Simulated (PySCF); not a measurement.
A GIAO shielding run with PySCF 2.14.0 with density-fitted response routines (density fitting, non-relativistic, gas phase) on SMILES CC[C@@](C)(CO)[SiH2]O[SiH3], C$_{5}$H$_{16}$O$_{2}$Si$_{2}$:

```
$ OMP_NUM_THREADS=1 python probes_run.py task.json out

{"job": {"kind": "nmr", "xc": "PBE0", "basis": "pcSseg-1"}, "charge": 0, "multiplicity": 1}
C     -1.983408     1.554062     1.545658
C     -1.984411     0.671853     0.304568
C     -0.705893    -0.152240     0.093631
C     -0.503696    -1.140328     1.246216
C     -0.918264    -0.971702    -1.197636
O      0.117375    -1.871472    -1.493494
Si     0.810978     1.004601    -0.096537
O      2.061515     0.139574    -0.676888
Si     3.598042    -0.394193    -0.676956
H     -2.932580     2.080262     1.624720
H     -1.853427     0.960441     2.445821
H     -1.187150     2.291486     1.497068
H     -2.836674    -0.012507     0.364566
H     -2.140285     1.303884    -0.573581
H     -0.207350    -0.634867     2.162207
H     -1.423566    -1.694367     1.434158
H      0.272420    -1.856282     0.983742
H     -1.078782    -0.283180    -2.043230
H     -1.815541    -1.592102    -1.096190
H      0.943412    -1.374897    -1.511736
H      1.242049     1.566619     1.182745
H      0.572513     2.030898    -1.113254
H      4.144216     0.033574    -1.961722
H      4.302211     0.210946     0.450681
H      3.495359    -1.845916    -0.549343
```

Hardware: 1 thread of an Arm Neoverse N1, shared host. The job also computes population analyses, field gradients.

Problem. How large is the calculation?

Solution. 90 electrons, 247 basis functions and 1327 auxiliary functions.

Problem. How long does it take, and how much memory does it need?

Solution. 120 s of wall time, with 14 SCF cycles and 4 response iterations; peak memory 1.2 GiB. Times on a shared host scatter by some tens of per cent.
